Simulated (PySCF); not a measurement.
Electric field gradients and quadrupole coupling constants

CH₁₀OSSi₃.
Geometry (PBE0-D3(BJ)/def2-SVP, Å), atoms numbered from 1 in this order:
```
atom  x, y, z in Å
C1     2.6685   -0.5601   -0.2741
S2     1.6143    0.7892    0.3580
Si3   -0.1493   -0.2943    0.8911
Si4   -1.5451    1.2725    1.9384
O5    -0.9011   -0.9261   -0.4568
Si6   -1.1888   -0.4067   -2.0139
H7     3.5920   -0.0939   -0.6425
H8     2.9202   -1.2718    0.5243
H9     2.1819   -1.0869   -1.1062
H10    0.2034   -1.4622    1.7495
H11   -0.9094    1.7966    3.1854
H12   -2.8522    0.6341    2.2850
H13   -1.7973    2.4086    0.9998
H14   -1.6715    1.0070   -2.0196
H15    0.0588   -0.5025   -2.8299
H16   -2.2317   -1.2940   -2.5995
```

Field gradients from the PBE0/pcSseg-1 density (PySCF, non-relativistic), principal values in atomic units, ordered |Vxx| ≤ |Vyy| ≤ |Vzz|:

```tsv
atom	Vxx	Vyy	Vzz
S2	0.0153	2.1044	-2.1198
O5	-0.3763	-0.7037	1.0800
```

**Question.** Find the asymmetry η = (Vxx − Vyy)/Vzz and the couplings χ = eQV/h (234.96 MHz × Q in barn × V in au), with Q(33S) = −0.0678 b, Q(17O) = −0.0256 b.

**Answer.** 
| atom | environment | nucleus | η | χzz (MHz) | χxx (MHz) | χyy (MHz) |
| --- | --- | --- | --- | --- | --- | --- |
| S2 | sulfur bonded to C and Si | 33S | 0.99 | 33.77 | -0.24 | -33.52 |
| O5 | siloxane oxygen | 17O | 0.30 | -6.50 | 2.26 | 4.23 |

At S2 η is above 0.9: Vyy and Vzz are nearly equal in size and opposite in sign, so a small change could swap them and flip the sign of χzz. 

**Question.** What is Vzz at O5 in SI units (1 au = 9.71736 × 10²¹ V/m²)?

**Answer.** 1.0800 au = 10.495 × 10²¹ V/m².

**Question.** And the gradient at the other heavy atoms, for which no coupling is worked out here?

**Answer.** 
```json
{"atom": "C1", "environment": "S-methyl carbon", "Vzz (au)": "0.302", "η": "0.03"}
{"atom": "Si3", "environment": "oxygen-bound silicon", "Vzz (au)": "-0.474", "η": "0.80"}
{"atom": "Si4", "environment": "SiH3 silicon", "Vzz (au)": "0.023", "η": "0.46"}
{"atom": "Si6", "environment": "oxygen-bound silicon", "Vzz (au)": "0.551", "η": "0.04"}
```

**Question.** What couplings would deuterons (Q(2H) = 0.00286 b) have in place of the hydrogens, at this geometry?

**Answer.** 
| atom | bonded to | bond length (Å) | Vzz (au) | η | χzz (kHz) |
| --- | --- | --- | --- | --- | --- |
| H7 | C1 | 1.098 | 0.2931 | 0.05 | 197 |
| H8 | C1 | 1.099 | 0.2910 | 0.04 | 196 |
| H9 | C1 | 1.098 | 0.2903 | 0.04 | 195 |
| H10 | Si3 | 1.492 | 0.1391 | 0.01 | 93 |
| H11 | Si4 | 1.495 | 0.1413 | 0.01 | 95 |
| H12 | Si4 | 1.495 | 0.1411 | 0.01 | 95 |
| H13 | Si4 | 1.495 | 0.1411 | 0.01 | 95 |
| H14 | Si6 | 1.494 | 0.1365 | 0.06 | 92 |
| H15 | Si6 | 1.494 | 0.1378 | 0.06 | 93 |
| H16 | Si6 | 1.489 | 0.1398 | 0.03 | 94 |

Geometry: PBE0-D3(BJ)/def2-SVP, one conformer, isolated molecule. With a basis this small, the couplings can be 20 % off.
